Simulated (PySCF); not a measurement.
## Mayer bond orders and bond lengths

Compound: C6H10Si.
SMILES with atom numbers: `[CH2:1]=[C:2]([CH3:3])[SiH2:4][CH:5]1[CH:6]=[CH:7]1` (hydrogens: H8, H9 on C1; H10, H11, H12 on C3; H13, H14 on Si4; H15 on C5; H16 on C6; H17 on C7)

Geometry (GFN2-xTB, Å), atoms numbered from 1 in this order:
```xyz
17
C6H10Si angstrom
C     -1.091   -1.556   -0.257
C     -1.275   -0.264   -0.022
C     -2.609    0.380   -0.250
Si     0.098    0.877    0.601
C      1.636   -0.117    1.050
C      2.804   -0.255    0.098
C      3.000    0.534    1.103
H     -1.883   -2.196   -0.619
H     -0.138   -2.033   -0.098
H     -2.973    0.823    0.676
H     -3.346   -0.336   -0.610
H     -2.514    1.184   -0.979
H      0.441    1.850   -0.447
H     -0.392    1.604    1.783
H      1.480   -0.949    1.740
H      3.138   -0.729   -0.791
H      3.616    1.195    1.660
```

Bond orders from the PBE0/pcSseg-1 density (PySCF). The structure is a single GFN2-xTB conformer in the gas phase; no vibrational or solvent corrections.

Question: Where do the orders between heavy atoms depart from those drawn in the SMILES?

Answer: The largest departure is 0.244, at C6–C7 (drawn double, 1.756). Drawn single, order below 0.88: C2–Si4 (0.848).

Question: Set the Mayer orders of the bonds beside their lengths.

Answer: 
```json
{"bond": "C1–C2", "drawn as": "double", "length (Å)": "1.326", "Mayer order": "1.979"}
{"bond": "C2–C3", "drawn as": "single", "length (Å)": "1.499", "Mayer order": "1.048"}
{"bond": "C2–Si4", "drawn as": "single", "length (Å)": "1.891", "Mayer order": "0.848"}
{"bond": "Si4–C5", "drawn as": "single", "length (Å)": "1.885", "Mayer order": "0.885"}
{"bond": "C5–C6", "drawn as": "single", "length (Å)": "1.513", "Mayer order": "0.903"}
{"bond": "C6–C7", "drawn as": "double", "length (Å)": "1.293", "Mayer order": "1.756"}
{"bond": "C7–C5", "drawn as": "single", "length (Å)": "1.512", "Mayer order": "0.905"}
{"bond": "C1–H8", "drawn as": "single", "length (Å)": "1.081", "Mayer order": "0.947"}
{"bond": "C1–H9", "drawn as": "single", "length (Å)": "1.077", "Mayer order": "0.949"}
{"bond": "C3–H10", "drawn as": "single", "length (Å)": "1.089", "Mayer order": "0.951"}
{"bond": "C3–H11", "drawn as": "single", "length (Å)": "1.089", "Mayer order": "0.963"}
{"bond": "C3–H12", "drawn as": "single", "length (Å)": "1.089", "Mayer order": "0.950"}
{"bond": "Si4–H13", "drawn as": "single", "length (Å)": "1.471", "Mayer order": "0.937"}
{"bond": "Si4–H14", "drawn as": "single", "length (Å)": "1.472", "Mayer order": "0.935"}
{"bond": "C5–H15", "drawn as": "single", "length (Å)": "1.092", "Mayer order": "0.933"}
{"bond": "C6–H16", "drawn as": "single", "length (Å)": "1.062", "Mayer order": "1.019"}
{"bond": "C7–H17", "drawn as": "single", "length (Å)": "1.061", "Mayer order": "1.018"}
```

Bonds between the same two heavy elements. C–C: lowest C5–C6 and C7–C5 (0.903, 1.513 Å), highest C1–C2 (1.979, 1.326 Å); in 1 of the 10 pairs the longer bond (by over 0.003 Å) has the higher order (by 0.02 or more). C–Si: lowest C2–Si4 (0.848, 1.891 Å), highest Si4–C5 (0.885, 1.885 Å). Bonds named together lie within 0.004.

Question: Sum the orders of all bonds at each heavy atom with more than one neighbour and set the sums beside the valence in the SMILES.

Answer: C1 3.875 (drawn 4), C2 3.875 (drawn 4), C3 3.912 (drawn 4), Si4 3.605 (drawn 4), C5 3.626 (drawn 4), C6 3.678 (drawn 4), C7 3.679 (drawn 4). Orders between atoms that aren't bonded are not in these sums.

Mayer orders depend on the basis set.
